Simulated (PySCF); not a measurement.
**How the method changes the constants of BeHg**

State: ¹Σ⁺ (singlet), closed shell. Set-up: basis Be def2-SVPD, Hg def2-SVPD with ECP60; scalar-relativistic core potentials; PySCF 2.14. De refers to Be + Hg in their ground configurations, without counterpoise correction. A positive dipole means Be(−)Hg(+). Levels whose curve was spin-contaminated or gave no clean fit are not listed.

```
 Level  Re (Å)  ωe (cm⁻¹)  De (eV)  μ (D)
   LDA   2.678        208    0.322   0.35
   PBE   2.875        145    0.131   0.48
revPBE   3.006        109    0.043   0.49
  BLYP   3.143       71.2    0.009   0.25
r²SCAN   2.850        149    0.132   0.48
  PBE0   3.018        112    0.080   0.36
```

The bond length runs from 2.678 Å (LDA) to 3.143 Å (BLYP). De spans 0.01 eV (BLYP, GGA) to 0.32 eV (LDA, local density).

Closed-shell solutions of metal pairs were not tested for spin polarisation, which can lower them a little. The bond is weak. Basis-set superposition, not corrected here, can be much of De in a small basis, most of all at correlated wavefunction levels. Functionals without a dispersion term scatter widely for such bonds, and LDA overbinds them. Spin–orbit coupling is left out.
